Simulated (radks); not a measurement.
Species: H I. Configuration: 1s1.

Calculated with a radial shooting solver on a logarithmic mesh with Libxc functionals: scalar-relativistic Kohn-Sham, r2SCAN, spin-polarised, spherical densities, finite nucleus; open shells are filled with parallel spins first; meta-GGA in the generalised Kohn-Sham scheme; Gaussian nuclear charge, rms radius 0.8783 fm.

Energy parts (eV):
total: -13.611
kinetic: 13.611
electron-nucleus: -27.212
Hartree: 8.445
exchange-correlation: -8.455

Orbitals (lengths in bohr, moments of r in powers of bohr; <r^-3> diverges for s and p1/2; r(max) is where P^2 peaks; r(90%) holds 90 % of the orbital's charge):
orbital	occ.	eigenvalue (eV)	r(90%)	r(max)	<r^4>	<r^-3>
1s up	1	-8.0259	2.71	0.9863	25.17	-

The highest occupied level is 1s up at -8.026 eV. The electron density at the nucleus is 0.3264 e/bohr^3 (large components only).
